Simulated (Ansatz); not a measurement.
The cluster Na21, relaxed as a doublet with UKS PBE/def2-SVP in Ansatz, starting from the GFN1-xTB geometry. Force threshold 0.03 eV/Å.

Another isomer (doublet) lies 0.44 eV lower at PBE0/def2-TZVP; other spin states weren't run for this one.

Start:

```
atom    x (Å)    y (Å)    z (Å)
 Na1   0.4218   1.9487   3.7269
 Na2  -0.3282  -1.3940   4.1367
 Na3   2.7354   2.1822  -2.6133
 Na4   3.9524   0.5794   3.2480
 Na5   3.1876  -1.5180  -2.7337
 Na6   4.9645   1.0136  -0.1326
 Na7  -1.9637   3.0041   1.5441
 Na8  -6.5651   2.4817  -2.9076
 Na9  -0.5094  -3.9613   1.5548
Na10  -5.5276   0.3520  -0.5000
Na11   2.5241   3.4116   1.1936
Na12  -3.6709   3.6534  -1.8083
Na13   5.4961  -2.0535   1.6474
Na14   2.8610  -4.1430   0.0640
Na15   2.7864  -3.1025   3.3645
Na16  -0.1525   3.8146  -1.4169
Na17   0.1359  -3.3709  -2.1126
Na18  -0.0501   0.1357  -3.7751
Na19  -3.9312   0.4293  -3.4435
Na20  -3.1772  -2.4578  -1.1724
Na21  -3.1892  -1.0052   2.1361
```

```tsv
step	energy (eV)	largest force component (eV/Å)	SCF passes
1	-92645.9421	0.194	51
2	-92646.0758	0.151	32
3	-92646.2899	0.112	37
4	-92646.4106	0.082	40
5	-92646.4953	0.066	40
6	-92646.5771	0.070	40
7	-92646.6652	0.084	38
8	-92646.7406	0.092	40
9	-92646.8071	0.087	42
10	-92646.8731	0.066	40
11	-92646.9306	0.043	40
12	-92646.9675	0.049	40
13	-92646.9956	0.053	45
14	-92647.0201	0.060	46
15	-92647.0433	0.053	47
16	-92647.0657	0.052	46
17	-92647.0873	0.049	46
18	-92647.1087	0.040	46
19	-92647.1306	0.035	46
20	-92647.1530	0.028	47
21	-92647.1742	0.022	48
22	-92647.1926	0.030	45
23	-92647.2100	0.028	45
```

Force components are those of the run's own axes.

End:

```xyz
21

Na    0.2995    1.4803    3.2428
Na   -0.1321   -1.6949    4.6396
Na    3.1924    2.4816   -2.7849
Na    1.3886   -0.8898    0.9469
Na    3.6718   -1.3372   -2.0902
Na    4.3350    1.3006    0.4292
Na   -1.6553    1.8029    0.3173
Na   -6.4341    2.1939   -2.7242
Na   -0.5408   -3.8513    1.6594
Na   -5.0162    0.7588    0.1904
Na    1.5278    3.1450    0.2592
Na   -3.8438    4.1267   -1.4601
Na    5.1866   -1.9290    1.2615
Na    2.9390   -4.3442    0.1395
Na    2.7883   -3.2639    3.4492
Na   -0.4690    3.7702   -2.6289
Na    0.4890   -3.0530   -1.8560
Na    0.4659    0.3718   -2.4102
Na   -2.9931    1.0041   -2.9363
Na   -2.3729   -1.5617   -0.4590
Na   -2.8266   -0.5110    2.8149
```

Bonds formed: Na1–Na21, Na4–Na5, Na4–Na9, Na4–Na14, Na4–Na17, Na4–Na18, Na5–Na13, Na7–Na10 (atoms count from 1). Metal–metal contacts that move far: Na4–Na13 3.45 to 3.95 Å.

The force fell under the threshold at step 20, but the optimiser went on and released 0.057 eV more. No frequencies were taken in this run, so the end may be a saddle point.

Run time 1.8 min (2 threads of AMD EPYC 7R13 on a shared host and a share (18 GiB) of an NVIDIA H100 80GB HBM3), peak host memory 1.1 GiB.
